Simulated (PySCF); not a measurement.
ClGa, triplet, geometry from GFN2-xTB (such geometries of metal compounds can be far from the true shape) (the spin is typed, not shown lowest).

Here is a job for PySCF.
```python
from pyscf import gto, scf, dft

mol = gto.Mole()
mol.atom = '''
    Ga   -0.00000000   -0.00000000   -0.78750881
    Cl    0.00000000    0.00000000    1.43604548
'''
mol.basis = 'def2-svp'
mol.spin = 2
mol.verbose = 4
mol.build()

mf = dft.UKS(mol)
mf.xc = 'wb97m_v'
mf.grids.atom_grid = (99, 590)
mf.grids.prune = None
mf.kernel()
```

Question: Give the total energy at the level WB97M-V/def2-SVP (PySCF).

Answer: -2384.4720 Eh

Question: Estimate the nuclear repulsion energy that WB97M-V/def2-SVP returns for this input.

Answer: 125.4192 Eh

These values belong to the state on which the SCF converged, which isn't shown to be the lowest.

Question: Roughly what does it cost on one core?

Answer: about 50 core-seconds (a rough figure).
